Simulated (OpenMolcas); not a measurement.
## S: effect of the IPEA shift

```
Program             : OpenMolcas 26.06
Basis               : ANO-RCC-VTZP [5s4p2d1f]
Scalar Hamiltonian  : DKH2, point nucleus
Active space        : 6 electrons in 9 orbitals (RAS2 3s 3p; RAS3 3d, at most 2 electrons)
State averaging     : 2S+1 = 3 even, 3 roots; 2S+1 = 1 even, 6 roots; 2S+1 = 3 odd, 3 roots
Spin-orbit coupling : RASSI with atomic mean-field integrals over the reference wave functions, term energies averaged over their components
```

Methods on the same reference wave functions:
A. RASSCF
B. SS-RASPT2, IPEA 0 Eh, imaginary shift 0.1 Eh (closed shells correlated: 2s 2p)
C. SS-RASPT2, IPEA 0.25 Eh, imaginary shift 0.1 Eh (closed shells correlated: 2s 2p)

Energies in cm-1 above 3s2 3p4 3P2, the measured ground level; measured values from NIST Handbook of Basic Atomic Spectroscopic Data.

```json
{"Level": "3s2 3p4 3P2", "A": "0.0", "B": "0.0", "C": "0.0", "Measured": "0.0"}
{"Level": "3s2 3p4 3P1", "A": "356", "B": "357", "C": "357", "Measured": "396"}
{"Level": "3s2 3p4 3P0", "A": "521", "B": "521", "C": "521", "Measured": "574"}
{"Level": "3s2 3p4 1D2", "A": "10969", "B": "9620", "C": "9640", "Measured": "9239"}
{"Level": "3s2 3p4 1S0", "A": "23983", "B": "22430", "C": "22630", "Measured": "22180"}
{"Level": "3s 3p5 3P* 2", "A": "74822", "B": "74540", "C": "74990", "Measured": "72023"}
{"Level": "3s 3p5 3P* 1", "A": "75155", "B": "74870", "C": "75320", "Measured": "72382"}
{"Level": "3s 3p5 3P* 0", "A": "75321", "B": "75040", "C": "75490", "Measured": "72572"}
```

Deviations, from unrounded energies. A percentage is the sum of absolute deviations over the sum of measured energies, with the sign that they share, or ± where signs differ.

```
                        Against measurement  Levels      A     B     C
             mean absolute deviation (cm-1)       7   1700  1200  1400
      fine structure of the ground term (%)       2   -9.5  -9.4  -9.4
other terms of the ground configuration (%)       2  +11.2  +2.0  +2.7
                   other configurations (%)       3   +3.8  +3.4  +4.1
```

B lies closest to measurement on these levels and A furthest from it. The largest miss of B in the table is 3s 3p5 3P* 2, by +2500 cm-1. The ranking rests on the paired levels alone, and a cruder setting can come out closer through cancelling errors.

Between B and C the level of the table that moves most is 3s 3p5 3P* 2, by 450 cm-1 (lowest in B, highest in C). Moves below CASPT2's spread within the term are not significant.

From A to B the spin-free energies of the other terms of 3s2 3p4 shown, above 3P, scale by factors of 0.87 to 0.93.

The lowest spin-free term lies below A's lowest term by 0.074 hartree in B, 0.072 hartree in C.

CASPT2 breaks the degeneracy within a term, and the mean is taken; among the terms shown or strongly mixed into the levels shown the widest spread is 28 cm-1 (3s2 3p4 1D, C). Active for correlation alone: 3d; no level in the range computed is led by a configuration that fills it, so any true level of that kind is missing. Some terms mix strongly with configurations of 3d, whose occupation reaches 0.30 (3s 3p5 3P*). Without dynamic correlation excited terms often stand tens of per cent too high (terms of higher spin than the ground term too low), and those without a measured partner can miss by more than the paired ones (holds for A). Measured partners are found by configuration, term and J. A level has none where our copy of the source lacks it or the pairing is in doubt (some pairs that miss far off the trend of their configuration count as doubtful), and it then counts in no deviation. Levels of configurations outside the active space are missing.

* marks odd parity.
